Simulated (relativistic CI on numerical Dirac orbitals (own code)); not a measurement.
## Pd5+: resonant inelastic scattering at the M2,3 edge

Computed with this model: Dirac-Coulomb-Breit CI, KLI orbitals optimised for each configuration, model QED, valence Slater integrals scaled by 0.8, Kramers-Heisenberg scattering through one core-hole configuration in a parametric crystal field; configurations [Kr] 4d5 → [Ne] 3s2 3p5 3d10 4s2 4p6 4d6; 10 K; core-hole width 2 eV; summed over polarisations. Incident energies are the highest absorption maxima for each field (at most a few, so the weaker spin-orbit partner edge can be absent), on the computed scale of the free ion. Intensities are in per cent of the strongest line above 0.02 eV; levels within 1 cm⁻¹ are merged; final levels count from the ground level, the first row holds all elastic scattering, lines under 0.4 are left out and each table stops after 24 rows. The scale of the Slater integrals is a model choice and moves the terms in proportion.

Field parameters in Wybourne normalisation: Oh B⁴₀ = 21Dq, B⁴₄ = √(5/14) B⁴₀. The field is a parameter set, without covalency.

S is read from ⟨S²⟩ = S(S + 1).

Oh, 10Dq = 8500 cm⁻¹:

| Final level (eV) | Degeneracy | Irrep | S | 543.3 eV | 571.7 eV |
| --- | --- | --- | --- | --- | --- |
| 0.000 | 2 | Γ7 | 2.48 | 4213.9 | 404.3 |
| 0.000 | 4 | Γ8 | 2.48 | 75.1 | 35.8 |
| 2.312 | 2 | Γ7 | 1.34 | 71.9 | 18.6 |
| 2.470 | 4 | Γ8 | 1.48 | 100.0 | 33.1 |
| 2.509 | 4 | Γ8 | 1.48 | 33.2 | 7.2 |
| 2.587 | 2 | Γ6 | 1.49 | 10.9 | 7.0 |
| 2.867 | 2 | Γ7 | 1.42 | 6.9 | 7.8 |
| 2.928 | 4 | Γ8 | 1.43 | 33.0 | 36.2 |
| 3.041 | 2 | Γ6 | 1.48 | 8.1 | 9.9 |
| 3.063 | 4 | Γ8 | 1.48 | 16.4 | 11.2 |
| 3.198 | 4 | Γ8 | 1.39 | 11.3 | 5.0 |
| 3.240 | 2 | Γ7 | 1.45 | 8.9 | 5.1 |
| 3.287 | 2 | Γ6 | 1.47 | 6.2 | 3.8 |
| 3.289 | 4 | Γ8 | 1.48 | 17.9 | 15.8 |
| 3.337 | 2 | Γ7 | 0.85 | 2.8 | 1.0 |
| 3.546 | 4 | Γ8 | 0.75 | 10.0 | 6.3 |
| 3.629 | 4 | Γ8 | 1.48 | 74.8 | 30.0 |
| 3.685 | 2 | Γ6 | 1.48 | 41.9 | 30.4 |
| 3.845 | 2 | Γ7 | 1.30 | 59.2 | 49.2 |
| 3.850 | 4 | Γ8 | 1.45 | 99.6 | 63.5 |
| 3.935 | 2 | Γ7 | 1.42 | 33.9 | 27.4 |
| 3.941 | 4 | Γ8 | 1.39 | 58.1 | 41.8 |
| 4.043 | 2 | Γ6 | 1.45 | 17.2 | 13.4 |
| 4.049 | 4 | Γ8 | 0.70 | 3.4 | 2.5 |

Oh, 10Dq = 19250 cm⁻¹:

```tsv
Final level (eV)	Degeneracy	Irrep	S	542.4 eV	571 eV
0.000	2	Γ7	2.37	2580.9	109.8
0.016	4	Γ8	2.43	113.5	42.4
0.499	2	Γ7	0.93	100.0	25.1
0.931	4	Γ8	0.86	9.4	5.4
1.322	4	Γ8	1.51	21.8	6.7
1.399	2	Γ6	1.50	0.5	6.0
1.460	4	Γ8	1.38	43.6	16.8
1.529	2	Γ7	1.43	80.5	23.4
2.044	2	Γ6	1.49	0.2	7.8
2.061	2	Γ7	1.44	7.8	5.6
2.062	4	Γ8	1.48	32.3	32.9
2.093	4	Γ8	1.44	30.8	28.2
2.693	4	Γ8	0.71	48.8	6.3
2.838	2	Γ7	0.66	56.9	11.7
2.946	2	Γ6	0.73	3.8	0.1
2.983	2	Γ7	0.89	9.6	4.7
3.115	4	Γ8	0.84	12.8	2.7
3.330	4	Γ8	0.92	12.4	8.3
3.429	4	Γ8	1.27	11.8	3.0
3.460	2	Γ6	1.38	1.9	0.0
3.487	4	Γ8	1.28	13.9	5.4
3.533	2	Γ7	1.27	10.0	4.1
3.597	2	Γ6	1.35	5.3	1.4
3.671	4	Γ8	1.29	63.4	22.1
```

For the first field the strongest loss at the lowest incident energy is the level at 2.47 eV (S = 1.48, against 2.48 in the thermal ground state). Levels of other spin, the first over 8 % at 2.31 eV, appear because spin-orbit coupling of the core hole, and in heavier ions of the valence shell too, mixes spins.
